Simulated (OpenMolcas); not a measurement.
**Multiconfigurational calculation on Ce2+**

Ce2+ among 6 point charges of -1 e arranged as an octahedron (Oh), 2.67 Å from the ion. With inversion symmetry the input lists one of each pair of outer charges.

Input:

```
&GATEWAY
Coord
1

Ce 0.0 0.0 0.0
Basis=ANO-RCC-VTZP
Group=XYZ
NoMove
AngMom=0.0 0.0 0.0
AMFI
XField
3 Angstrom 0
2.670000 0.000000 0.000000 -1.000000
0.000000 2.670000 0.000000 -1.000000
0.000000 0.000000 2.670000 -1.000000
&SEWARD
* reference wave functions (RASSCF and RASSI steps not shown): 2 electrons in 7 orbitals (4f)
>>> COPY JOB001 $Project.JobIph
&CASPT2
Multistate=21 1 2 3 4 5 6 7 8 9 10 11 12 13 14 15 16 17 18 19 20 21
NoMult
Frozen=14 9
IPEA=0.25
Imaginary=0.1
MaxIter=60
WThr=0.0 0.3 0.05
PrWF=0.5
NoMix
>>> COPY JOB002 $Project.JobIph
&CASPT2
Multistate=27 1 2 3 4 5 6 7 8 9 10 11 12 13 14 15 16 17 18 19 20 21 22
23 24 25 26 27
NoMult
Frozen=14 9
IPEA=0.25
Imaginary=0.1
MaxIter=60
WThr=0.0 0.3 0.05
PrWF=0.5
NoMix
```

Launched by
```bash
OMP_NUM_THREADS=1 MOLCAS_MEM=2252 MOLCAS_PROJECT=a pymolcas a.inp > a.log  # once for each step of the input, in one work folder
```

Output, cut to the results:

```
--- CASPT2 ---
Orbital specifications:
      -----------------------

      Symmetry species                           1   2
                                                ag  au
      Frozen orbitals                           14   9
      Inactive orbitals                          1   3
      Active orbitals                            0   7
      Secondary orbitals                        36  34
      Deleted orbitals                           0   0
      Number of basis functions                 51  53
Type of calculation                        SS-CASPT2
      Fock operator                              state-specific
      IPEA shift                                 0.25
      Real shift                                 0.00
      Imaginary shift                            0.10
      The input orbitals will be transformed to quasi-canonical
Reference energy:       -8855.0999408393
      E2 (Non-variational):      -0.2649558991
      Shift correction:          -0.0005445133
      E2 (Variational):          -0.2655004124
      Total energy:           -8855.3654412517
      Residual norm:              0.0000008868
      Reference weight:           0.91806
      Contributions to the CASPT2 correlation energy
      Active & Virtual Only:         -0.0086031124
      One Inactive Excited:          -0.0820601957
      Two Inactive Excited:          -0.1742925909
Reference energy:       -8855.0999408393
      E2 (Non-variational):      -0.2649754957
      Shift correction:          -0.0005496506
      E2 (Variational):          -0.2655251463
      Total energy:           -8855.3654659857
      Residual norm:              0.0000009063
      Reference weight:           0.91797
      Contributions to the CASPT2 correlation energy
      Active & Virtual Only:         -0.0086218623
      One Inactive Excited:          -0.0820610163
      Two Inactive Excited:          -0.1742926171
::    CASPT2 Root  1     Total energy:  -8855.36544125
::    CASPT2 Root  2     Total energy:  -8855.36546599
::    CASPT2 Root  3     Total energy:  -8855.36546619
::    CASPT2 Root  4     Total energy:  -8855.36351597
::    CASPT2 Root  5     Total energy:  -8855.36351835
::    CASPT2 Root  6     Total energy:  -8855.36351763
::    CASPT2 Root  7     Total energy:  -8855.36087655
::    CASPT2 Root  8     Total energy:  -8855.36118475
::    CASPT2 Root  9     Total energy:  -8855.36243184
::    CASPT2 Root 10     Total energy:  -8855.36247029
::    CASPT2 Root 11     Total energy:  -8855.36246896
::    CASPT2 Root 12     Total energy:  -8855.34667233
::    CASPT2 Root 13     Total energy:  -8855.34666800
::    CASPT2 Root 14     Total energy:  -8855.34666054
::    CASPT2 Root 15     Total energy:  -8855.34511364
::    CASPT2 Root 16     Total energy:  -8855.34511886
::    CASPT2 Root 17     Total energy:  -8855.34510067
::    CASPT2 Root 18     Total energy:  -8855.34254827
::    CASPT2 Root 19     Total energy:  -8855.27084071
::    CASPT2 Root 20     Total energy:  -8855.27084030
::    CASPT2 Root 21     Total energy:  -8855.27076826
--- CASPT2 ---
Orbital specifications:
      -----------------------

      Symmetry species                           1   2
                                                ag  au
      Frozen orbitals                           14   9
      Inactive orbitals                          1   3
      Active orbitals                            0   7
      Secondary orbitals                        36  34
      Deleted orbitals                           0   0
      Number of basis functions                 51  53
Type of calculation                        SS-CASPT2
      Fock operator                              state-specific
      IPEA shift                                 0.25
      Real shift                                 0.00
      Imaginary shift                            0.10
      The input orbitals will be transformed to quasi-canonical
Reference energy:       -8855.0740902945
      E2 (Non-variational):      -0.2655636256
      Shift correction:          -0.0003782401
      E2 (Variational):          -0.2659418657
      Total energy:           -8855.3400321603
      Residual norm:              0.0000005838
      Reference weight:           0.91907
      Contributions to the CASPT2 correlation energy
      Active & Virtual Only:         -0.0114729453
      One Inactive Excited:          -0.0798723814
      Two Inactive Excited:          -0.1742182989
Reference energy:       -8855.0737597848
      E2 (Non-variational):      -0.2667089338
      Shift correction:          -0.0000059765
      E2 (Variational):          -0.2667149103
      Total energy:           -8855.3404746950
      Residual norm:              0.0000003019
      Reference weight:           0.90840
      Contributions to the CASPT2 correlation energy
      Active & Virtual Only:         -0.0100985259
      One Inactive Excited:          -0.0822650532
      Two Inactive Excited:          -0.1743453547
::    CASPT2 Root  1     Total energy:  -8855.34003216
::    CASPT2 Root  2     Total energy:  -8855.34047470
::    CASPT2 Root  3     Total energy:  -8855.34010261
::    CASPT2 Root  4     Total energy:  -8855.34010206
::    CASPT2 Root  5     Total energy:  -8855.33895945
::    CASPT2 Root  6     Total energy:  -8855.33892409
::    CASPT2 Root  7     Total energy:  -8855.33661591
::    CASPT2 Root  8     Total energy:  -8855.33659479
::    CASPT2 Root  9     Total energy:  -8855.33688728
::    CASPT2 Root 10     Total energy:  -8855.29508063
::    CASPT2 Root 11     Total energy:  -8855.29512595
::    CASPT2 Root 12     Total energy:  -8855.29512373
::    CASPT2 Root 13     Total energy:  -8855.29253655
::    CASPT2 Root 14     Total energy:  -8855.29240906
::    CASPT2 Root 15     Total energy:  -8855.28383744
::    CASPT2 Root 16     Total energy:  -8855.28404677
::    CASPT2 Root 17     Total energy:  -8855.28400184
::    CASPT2 Root 18     Total energy:  -8855.28404659
...
```

Spin-orbit levels above the lowest (labels of O, the rotations of Oh), with the averaged single-state CASPT2 energies on the diagonal:

```
E (cm-1)  Degeneracy  Label      2S+1     J  |mJ| (%)
       0           1     A1         3  3.99    0 (58)
     280           3     T1         3  4.02    1 (58)
     410           2      E         3  3.99    2 (50)
     770           3     T2         3  3.99    3 (58)
    1890           3     T1         3  4.97    5 (35)
    1970           3     T2         3  5.01    2 (33)
    2190           2      E         3  4.98    2 (50)
    2420           3     T1         3  4.98    3 (54)
    3520           2      E         3  5.97    0 (43)
    3600           3     T2         3  5.97    1 (53)
    3810           1     A2         3  5.97    2 (69)
    4040           1     A1         3  5.96    4 (87)
    4130           3     T1         3  5.96    4 (33)
    4140           3     T2         3  5.95    5 (39)
    4830           2      E         3  2.04    2 (50)
    5000           3     T2         3  2.12    1 (65)
    5910           3     T1         3  3.21    3 (36)
    6050           3     T2         3  3.12    1 (38)
    6110           1     A2         3  3.00   2 (100)
    6160           1     A1  3 (67 %)  4.02    0 (58)
```

Roots that are degenerate in the reference are averaged as groups; the widest CASPT2 spread within a group is 82 cm-1 (the 3-fold group of multiplicity 1 near 5540 cm-1 above the lowest state of its run). Shifts and gaps below about the spread of the groups concerned are not significant. Point charges carry no covalency, so the field is a model and not that of real ligands. The first state left out of the spin-orbit step lies near 52000 cm-1 above the lowest spin-free state of the reference (among the parities and spins computed), and the lists stop at four fifths of that energy or lower. No measured value stands beside these numbers.
